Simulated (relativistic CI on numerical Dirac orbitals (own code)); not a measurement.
## d2 in a ligand field

Computed with a parametric ligand-field model of a d^n configuration (Racah B and C, spin-orbit zeta, crystal field), exact diagonalisation.

Field parameters in Wybourne normalisation: D3d B²₀ = −7Dσ, B⁴₀ = −14Dq − 21Dτ, B⁴₃ = −14√(10/7) Dq; D4h B²₀ = −7Ds, B⁴₀ = 21(Dq − Dt), B⁴₄ = 21√(5/14) Dq. The field is a parameter set, without covalency.

Problem. Ground term and bands for B = 360, C = 1280, ζ = 0 cm⁻¹, D4h, 10Dq = 13750, Ds = 1680, Dt = -310 cm⁻¹?

Solution. Ground term 3A2 with 0.01 electrons in the two orbitals of the cubic e set. Spin-allowed: 3E 6386 cm⁻¹ (1566 nm), 3E 16728 cm⁻¹ (598 nm), 3B2 20834 cm⁻¹ (480 nm), 3E 21608 cm⁻¹ (463 nm). Lowest spin-forbidden: 1B2 4801 cm⁻¹ (2083 nm), 1B1 4830 cm⁻¹ (2071 nm), 1A1 8376 cm⁻¹ (1194 nm).

Problem. Ground term and bands for B = 560, C = 2400, ζ = 0 cm⁻¹, D4h, 10Dq = 18300, Ds = 3000, Dt = 330 cm⁻¹?

Solution. Ground term 3A2 with 0.01 electrons in the two orbitals of the cubic e set. Spin-allowed: 3E 6672 cm⁻¹ (1499 nm), 3E 15565 cm⁻¹ (642 nm), 3B2 17965 cm⁻¹ (557 nm), 3E 27006 cm⁻¹ (370 nm). Lowest spin-forbidden: 1B2 8256 cm⁻¹ (1211 nm), 1B1 8353 cm⁻¹ (1197 nm), 1A1 13561 cm⁻¹ (737 nm).

Problem. Ground term and bands for B = 510, C = 2120, ζ = 0 cm⁻¹, D3d, 10Dq = 19200, Dσ = -1200, Dτ = 40 cm⁻¹?

Solution. Ground term 3A2 with 0.00 electrons in the two orbitals of the cubic e set. Spin-allowed: 3E 2519 cm⁻¹, 3A1 18948 cm⁻¹ (528 nm), 3E 20191 cm⁻¹ (495 nm), 3A2 24645 cm⁻¹ (406 nm). Lowest spin-forbidden: 1E 7148 cm⁻¹ (1399 nm), 1A1 9856 cm⁻¹ (1015 nm), 1E 10262 cm⁻¹ (974 nm).

Problem. Ground term and bands for B = 570, C = 2180, ζ = 0 cm⁻¹, D3d, 10Dq = 26550, Dσ = -1200, Dτ = 220 cm⁻¹?

Solution. Ground term 3A2 with 0.00 electrons in the two orbitals of the cubic e set. Spin-allowed: 3E 1307 cm⁻¹, 3A1 26409 cm⁻¹ (379 nm), 3E 27335 cm⁻¹ (366 nm), 3A2 32800 cm⁻¹ (305 nm). Lowest spin-forbidden: 1E 7593 cm⁻¹ (1317 nm), 1E 9528 cm⁻¹ (1050 nm), 1A1 9532 cm⁻¹ (1049 nm).

Problem. Ground term and bands for B = 620, C = 2290, ζ = 0 cm⁻¹, D4h, 10Dq = 26050, Ds = -1500, Dt = -230 cm⁻¹?

Solution. Ground term 3E with 0.01 electrons in the two orbitals of the cubic e set. Spin-allowed: 3A2 3181 cm⁻¹ (3144 nm), 3E 25575 cm⁻¹ (391 nm), 3B2 28364 cm⁻¹ (353 nm), 3A2 29197 cm⁻¹ (342 nm). Lowest spin-forbidden: 1A1 6794 cm⁻¹ (1472 nm), 1E 8504 cm⁻¹ (1176 nm), 1B2 11847 cm⁻¹ (844 nm).
